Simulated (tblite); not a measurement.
Input of a run (GFN2-xTB geometry optimisation, gas phase (tblite 0.8.0)), started from a force field or distance geometry:
```
{"job": {"kind": "relax", "xc": "GFN2-xTB", "basis": "xTB"}, "charge": 0, "multiplicity": 1}
N     -2.253700     2.183300     0.294800
C     -1.902200     1.093000     0.252400
Si    -1.304500    -0.628100     0.184800
C      0.322600    -0.607600    -0.760200
Si     1.548000     0.439000     0.185200
Cl     3.143200    -0.711000     0.922100
H     -2.222700    -1.450300    -0.607300
H     -1.162800    -1.237500     1.498100
H      0.660800    -1.640000    -0.924600
H      0.108800    -0.042800    -1.695300
H      2.149700     1.461300    -0.689800
H      0.914000     1.140000     1.313800
```

Output (eV, eV/Å):
```
step      E/eV     max force
  0    -496.59721    1.633
  1    -496.67775    2.040
  2    -496.67571    3.243
  3    -496.76374    0.509
  4    -496.77937    0.486
  5    -496.79730    0.520
  6    -496.80529    0.308
  7    -496.81360    0.227
  8    -496.82008    0.267
  9    -496.82562    0.212
 10    -496.82956    0.174
 11    -496.83297    0.169
 12    -496.83545    0.143
 13    -496.83673    0.095
 14    -496.83744    0.065
 15    -496.83813    0.085
 16    -496.83904    0.125
 17    -496.84004    0.122
 18    -496.84085    0.074
 19    -496.84141    0.066
 20    -496.84188    0.074
 21    -496.84234    0.075
 22    -496.84277    0.066
 23    -496.84321    0.062
 24    -496.84374    0.079
 25    -496.84442    0.104
 26    -496.84515    0.091
 27    -496.84569    0.059
 28    -496.84598    0.045
 29    -496.84622    0.046
 30    -496.84657    0.057
 31    -496.84708    0.074
 32    -496.84763    0.073
 33    -496.84801    0.050
 34    -496.84828    0.045
 35    -496.84857    0.058
 36    -496.84898    0.081
 37    -496.84942    0.068
 38    -496.84971    0.039
 39    -496.84986    0.032
 40    -496.85002    0.050
 41    -496.85030    0.080
 42    -496.85071    0.093
 43    -496.85111    0.065
 44    -496.85135    0.029
 45    -496.85150    0.030
 46    -496.85168    0.049
 47    -496.85194    0.064
 48    -496.85222    0.052
 49    -496.85242    0.036
 50    -496.85255    0.033
 51    -496.85274    0.046
 52    -496.85315    0.086
 53    -496.85416    0.140
 54    -496.85622    0.202
 55    -496.85818    0.328
 56    -496.86049    0.163
 57    -496.85781    0.259
 58    -496.86328    0.131
 59    -496.86427    0.131
 60    -496.86696    0.145
 61    -496.87020    0.171
 62    -496.87200    0.135
 63    -496.87362    0.119
 64    -496.87595    0.079
 65    -496.87905    0.103
 66    -496.88191    0.145
 67    -496.88127    0.204
 68    -496.88412    0.124
 69    -496.88454    0.076
 70    -496.88519    0.049
 71    -496.88563    0.063
 72    -496.88696    0.093
 73    -496.88779    0.105
 74    -496.88858    0.101
 75    -496.88913    0.055
 76    -496.88965    0.067
 77    -496.89017    0.102
 78    -496.89074    0.130
 79    -496.89131    0.130
 80    -496.89182    0.089
 81    -496.89222    0.062
 82    -496.89252    0.050
 83    -496.89276    0.034
 84    -496.89290    0.033
 85    -496.89297    0.023
 86    -496.89303    0.032
 87    -496.89312    0.039
 88    -496.89323    0.036
 89    -496.89332    0.019
 90    -496.89335    0.012
 91    -496.89337    0.012
 92    -496.89339    0.015
 93    -496.89343    0.021
 94    -496.89350    0.032
 95    -496.89359    0.036
 96    -496.89365    0.024
 97    -496.89368    0.015
 98    -496.89369    0.011
 99    -496.89370    0.013
100    -496.89372    0.018
101    -496.89375    0.025
102    -496.89380    0.028
103    -496.89387    0.030
104    -496.89394    0.029
105    -496.89401    0.032
106    -496.89412    0.035
107    -496.89432    0.038
108    -496.89474    0.054
109    -496.89537    0.068
110    -496.89592    0.056
111    -496.89612    0.044
112    -496.89614    0.026
113    -496.89616    0.015
114    -496.89617    0.008
```

Problem. Summarise the run.

Solution. The energy falls by 28.8 kJ/mol over 114 L-BFGS steps, the largest force on an atom goes from 1.63 to 0.008 eV/Å, and the atoms move by 0.580 Å rms after alignment. The bond that changes most is Si5–Cl6 (chlorine-bound silicon to silicon-bound chlorine), which shortens by 0.082 Å. Bonds longer at the end by more than 0.005 Å: 4 of 11; shorter: 5. Among the angles that change most is H9–C4–H10, from 114.2° to 106.1°. Among the dihedrals that turn most is H9–C4–Si5–H11, from 110° to 59°. The energy rose by more than 1e-5 eV at steps 2, 57 and 67. The first step brought 27 % of the lowering.

Problem. What are the final bond lengths?

Solution. N1≡C2 1.146 Å, C2–Si3 1.870 Å, Si3–C4 1.903 Å, C4–Si5 1.905 Å, Si5–Cl6 2.018 Å, Si3–H7 1.467 Å, Si3–H8 1.462 Å, C4–H9 1.091 Å, C4–H10 1.091 Å, Si5–H11 1.463 Å, Si5–H12 1.459 Å. Numbering counts from 1 in the input's order; the species is `N#C[SiH2]C[SiH2]Cl`.

Its GFN2-xTB frequencies are all real (lowest 24 cm⁻¹). The numbers are those of one conformer. 3 starts were optimised and ended at 0.00, 0.01 and 0.62 kcal/mol (GFN2-xTB); the lowest of these is shown.

These are computed values.
